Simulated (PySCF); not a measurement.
## SMILES C[Se]C1=C[C@H]2C=C[C@@H]1C2, C₈H₁₀Se

Molfile (atoms numbered from 1):
```
C8H10Se
     RDKit          3D

 19 20  0  0  0  0  0  0  0  0999 V2000
    3.3313   -0.0622   -0.3362 C   0  0  0  0  0  0  0  0  0  0  0  0
    2.0536   -1.4040    0.2244 Se  0  0  0  0  0  2  0  0  0  0  0  0
    0.5140   -0.3426    0.1647 C   0  0  0  0  0  0  0  0  0  0  0  0
    0.3154    0.9393   -0.1834 C   0  0  0  0  0  0  0  0  0  0  0  0
   -1.2014    1.1720   -0.1239 C   0  0  1  0  0  0  0  0  0  0  0  0
   -1.8412    0.3027   -1.2148 C   0  0  0  0  0  0  0  0  0  0  0  0
   -1.6379   -0.9721   -0.8672 C   0  0  0  0  0  0  0  0  0  0  0  0
   -0.8681   -0.9536    0.4574 C   0  0  2  0  0  0  0  0  0  0  0  0
   -1.5277    0.2873    1.1015 C   0  0  0  0  0  0  0  0  0  0  0  0
    3.3231    0.7821    0.3665 H   0  0  0  0  0  0  0  0  0  0  0  0
    3.0945    0.2861   -1.3507 H   0  0  0  0  0  0  0  0  0  0  0  0
    4.3227   -0.5339   -0.3301 H   0  0  0  0  0  0  0  0  0  0  0  0
    1.0449    1.6713   -0.5274 H   0  0  0  0  0  0  0  0  0  0  0  0
   -1.5202    2.2221   -0.0949 H   0  0  0  0  0  0  0  0  0  0  0  0
   -2.3058    0.6829   -2.1254 H   0  0  0  0  0  0  0  0  0  0  0  0
   -1.8951   -1.8733   -1.4244 H   0  0  0  0  0  0  0  0  0  0  0  0
   -0.8611   -1.8898    1.0310 H   0  0  0  0  0  0  0  0  0  0  0  0
   -1.0239    0.6189    2.0217 H   0  0  0  0  0  0  0  0  0  0  0  0
   -2.6069    0.1570    1.2725 H   0  0  0  0  0  0  0  0  0  0  0  0
  1  2  1  0
  2  3  1  0
  3  4  2  0
  4  5  1  0
  5  6  1  0
  6  7  2  0
  7  8  1  0
  8  9  1  0
  8  3  1  0
  9  5  1  0
  1 10  1  0
  1 11  1  0
  1 12  1  0
  4 13  1  0
  5 14  1  1
  6 15  1  0
  7 16  1  0
  8 17  1  1
  9 18  1  0
  9 19  1  0
M  END
```

Level of theory: TDDFT CAM-B3LYP/aug-cc-pVDZ excited states, vertical, gas phase in PySCF 2.14.0. Geometry: PBE0-D3(BJ)/def2-SVP.

The calculation is non-relativistic, which matters for the atoms heavier than Zn.

(1) Give the one- and two-photon strengths of the lowest singlets.

Answers

(1) δ for parallel linear polarisation; σ at the peak of a Lorentzian of half width 0.1 eV, single beam; Ω is circular over linear.
```
state  E (eV)      f  photon λ (nm)  δ (au)  σ (GM)     Ω                                  main
   S1    4.48  0.013            554    41.7    0.31  1.07      HOMO→LUMO 0.40, HOMO→LUMO+1 0.19
   S2    4.72  0.048            526    99.7    0.81  0.52    HOMO→LUMO+2 0.56, HOMO→LUMO+4 0.15
   S3    5.09  0.004            487     184    1.74  1.48      HOMO→LUMO 0.40, HOMO→LUMO+1 0.28
   S4    5.36  0.026            463    60.1    0.63  1.50    HOMO→LUMO+3 0.48, HOMO→LUMO+6 0.17
   S5    5.62  0.049            441    32.9    0.38  1.34    HOMO→LUMO+4 0.45, HOMO→LUMO+7 0.15
   S6    5.77  0.030            430     169    2.06  0.74  HOMO−1→LUMO+2 0.24, HOMO→LUMO+1 0.22
```
